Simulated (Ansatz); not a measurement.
`C#C[Si](F)(F)Cl` → 2 C• + Cl• + 2 F• + H• + Si•  (atomization)

Isolated molecules relaxed with PBE0-D4/def2-TZVP in Ansatz; ΔE leaves out vibrations. CBS: MP2 limit from def2 TZ/QZ plus the TZ coupled-cluster correction, frozen cores. This one scheme is used for every species, atoms too. DFT in def2-TZVPP. No spin–orbit coupling; open shells (•) take unrestricted orbitals. Spin–orbit coupling would lower the free atoms: a little for C, Cl, F, Si.

```json
{"level": "PBE-D4", "ΔE (kJ/mol)": "3260.2", "difference from CCSD(T)/CBS": "67.7"}
{"level": "BLYP-D4", "ΔE (kJ/mol)": "3170.3", "difference from CCSD(T)/CBS": "-22.2"}
{"level": "CAM-B3LYP-D4", "ΔE (kJ/mol)": "3174.2", "difference from CCSD(T)/CBS": "-18.3"}
{"level": "PBE-QIDH", "ΔE (kJ/mol)": "3169.3", "difference from CCSD(T)/CBS": "-23.2"}
{"level": "r2SCAN", "ΔE (kJ/mol)": "3190.6", "difference from CCSD(T)/CBS": "-1.9"}
{"level": "LC-ωPBE", "ΔE (kJ/mol)": "3164.9", "difference from CCSD(T)/CBS": "-27.6"}
{"level": "MP2/def2-SVP", "ΔE (kJ/mol)": "3081.0", "difference from CCSD(T)/CBS": "-111.5"}
{"level": "HF/def2-QZVPP", "ΔE (kJ/mol)": "2347.5", "difference from CCSD(T)/CBS": "-845.0"}
{"level": "HF/CBS(def2)", "ΔE (kJ/mol)": "2348.8", "difference from CCSD(T)/CBS": "-843.7"}
{"level": "CCSD/CBS(def2)", "ΔE (kJ/mol)": "3126.4", "difference from CCSD(T)/CBS": "-66.1"}
{"level": "CCSD(T)/CBS", "ΔE (kJ/mol)": "3192.5", "difference from CCSD(T)/CBS": "0"}
```

Largest T1 diagnostic among the species: 0.012.

Leaving LDA and LC-ωPBE aside and taking each functional with its dispersion term where it has one, the values, not all of them listed here, spread over 227.2 kJ/mol, from BHLYP-D4 to PBE-D4. LDA lies +423.3 kJ/mol from PBE without D4, its usual overbinding. In def2-TZVPP, CCSD(T) changes the Hartree–Fock value by +753.8 kJ/mol (the triples alone add +66.2 kJ/mol) and MP2 by +907.4 kJ/mol; breaking electron pairs costs correlation energy, which Hartree–Fock lacks.

For atomizations the MP2-based limit and the directly extrapolated one differ by several kJ/mol either way, and by 10 to 25 for some Ge, Se and Sn compounds, so smaller differences from it don't rank the levels.
